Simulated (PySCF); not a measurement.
# CaI at BHandHLYP

Computed with BHandHLYP; basis Ca def2-TZVPP, I def2-TZVPP with ECP28; scalar-relativistic core potentials; PySCF 2.14.

```json
{
  "state": "²Σ⁺ (doublet), unpaired electrons σ ↑",
  "bond length": "2.853 Å",
  "harmonic wavenumber": "234 cm⁻¹",
  "force constant": "0.983 mdyn/Å",
  "rotational constant Be": "0.06813 cm⁻¹",
  "anharmonicity ωexe": "0.649 cm⁻¹",
  "vibration–rotation constant αe": "0.000265 cm⁻¹",
  "well depth De to Ca + I": "287 kJ/mol",
  "dissociation energy D0": "286 kJ/mol",
  "bond order (Mayer)": "0.75",
  "dipole moment (positive dipole means Ca(−)I(+))": "-4.78 D"
}
```

Spin–orbit coupling is left out, which matters for elements this heavy, above all for dissociation energies. The state was picked by a PBE0 search and need not be the measured ground state.
